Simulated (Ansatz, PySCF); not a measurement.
Energy difference R1 → 2 P1, each structure at its B3LYP-D3(BJ)/def2-TZVP stationary point, reached from a drawn start (curvature not checked).
R1: H2O2 (SMILES OO), charge 0, multiplicity 1.
P1: OH (SMILES [OH]), charge 0, multiplicity 2.

P less R. No zero-point or thermal terms; singlets are restricted closed shells; open shells are unrestricted; no spin–orbit coupling.

Correlated levels freeze the cores.

The values were computed with Ansatz (Gaussian basis) for Hartree–Fock, density functionals and correlated methods; PySCF for the D3/D4 terms. No computed number here is a measurement.

The comparison value is 53.30 kcal/mol (CCSD(T)/cc-pVQZ). It is a level with limits of its own, not the exact answer.

Problem. Order these levels by how close they come to the comparison value for the reaction energy, closest first: SVWN5/def2-TZVPP, HF/cc-pVTZ, B97M-V/def2-TZVPP, HF/cc-pVDZ, BLYP-D3(BJ)/def2-TZVPP. Give each level's value less the comparison value.

Solution. B97M-V/def2-TZVPP (-1.13 kcal/mol), BLYP-D3(BJ)/def2-TZVPP (4.38 kcal/mol), SVWN5/def2-TZVPP (33.90 kcal/mol), HF/cc-pVTZ (-54.68 kcal/mol), HF/cc-pVDZ (-55.40 kcal/mol)

Ansatz is a quantum-chemistry and plane-wave program.
